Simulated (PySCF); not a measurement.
**Magnetic susceptibility: `[CH3][Ga]([CH3])[AsH2]`, C₂H₈AsGa**

Cartesian coordinates in Å; atom numbers follow the order of the lines, from 1:
```xyz
12

Ga   -0.2768   -0.0893    0.0636
C     1.7842   -0.0727    0.0343
H     2.1924   -0.3647    1.0089
H     2.1801    0.9178   -0.2065
H     2.1753   -0.7822   -0.7036
C    -1.2450    1.7290    0.0506
H    -2.3326    1.6097    0.1146
H    -1.0261    2.2860   -0.8668
H    -0.9288    2.3600    0.8877
As   -1.4772   -2.2542    0.0678
H    -0.7687   -2.5208   -1.2430
H    -0.2768   -2.8185    0.7924
```

Method used: GIAO B3LYP/def2-SVP magnetisability, rotational g tensor and spin-rotation constants, non-relativistic, gas phase in PySCF 2.14.0. Geometry: GFN2-xTB.

The calculation is non-relativistic, which matters for the atoms heavier than Zn.

(1) What are the magnetisability and the molar susceptibility?

(2) Split it along the inertial axes a, b, c into diamagnetic and paramagnetic parts about the centre of mass, with the quadrupole moment.

(3) And the rotational g tensor?

Results:

(1) Isotropic -1393 × 10⁻³⁰ J/T², or -83.9 × 10⁻⁶ cm³/mol; principal values -1539, -1332, -1308 × 10⁻³⁰ J/T², anisotropy 220 × 10⁻³⁰ J/T² (root of half the summed squared differences of the principal values). The susceptibility is in cgs units.

(2) 
```tsv
axis	χ (10⁻⁶ cm³/mol)	diamagnetic (10⁻⁶ cm³/mol)	paramagnetic (10⁻⁶ cm³/mol)	summed x² of all electrons (Å²)	quadrupole Θ (D Å)
a	-80.2	-393.6	313.4	199.6	-3.95
b	-78.8	-911.2	832.3	77.6	-1.64
c	-92.7	-1176.1	1083.5	15.2	+5.59
```
Anisotropies 2χaa − χbb − χcc = +11.0 and 2χbb − χaa − χcc = +15.3 × 10⁻⁶ cm³/mol. Θ is traceless in Buckingham's convention.

(3) 
| axis | rotational constant (GHz) | g | nuclear part | electronic part |
| --- | --- | --- | --- | --- |
| a | 4.6068 | -0.0159 | 0.6623 | -0.6782 |
| b | 1.3460 | -0.0064 | 0.5199 | -0.5263 |
| c | 1.0653 | -0.0003 | 0.5420 | -0.5422 |

Asymmetric top; isotopes 75As, 12C, 69Ga, 1H; no vibrational averaging.
